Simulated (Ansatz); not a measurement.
Basis-set series for B2F2H2, SMILES `FBBF`. Total charge 0; spin multiplicity 1. The geometry is a stationary point of PBE0-D4/def2-TZVP. It is one conformer, not always the lowest.

| functional | basis | functions | energy (Eh) | HOMO (eV) | LUMO (eV) |
| --- | --- | --- | --- | --- | --- |
| PBE0-D4 | def2-TZVPP | 152 | -250.49505 | -8.15 | -1.54 |
| PBE0-D4 | def2-QZVPP | 288 | -250.50868 | -8.17 | -1.59 |
| ωB97M-V | def2-TZVPP | 152 | -250.68489 | -10.43 | 0.44 |
| ωB97M-V | def2-QZVPP | 288 | -250.69768 | -10.45 | 0.33 |

Task: Give the rows for def2-SVP. (An estimate is asked.)

Result: Computed: 
```json
{"functional": "PBE0-D4", "basis": "def2-SVP", "functions": "66", "energy (Eh)": "-250.19487", "HOMO (eV)": "-8.05", "LUMO (eV)": "-1.37"}
{"functional": "ωB97M-V", "basis": "def2-SVP", "functions": "66", "energy (Eh)": "-250.37735", "HOMO (eV)": "-10.30", "LUMO (eV)": "0.77"}
```

Positive LUMOs are unbound and depend on the basis.
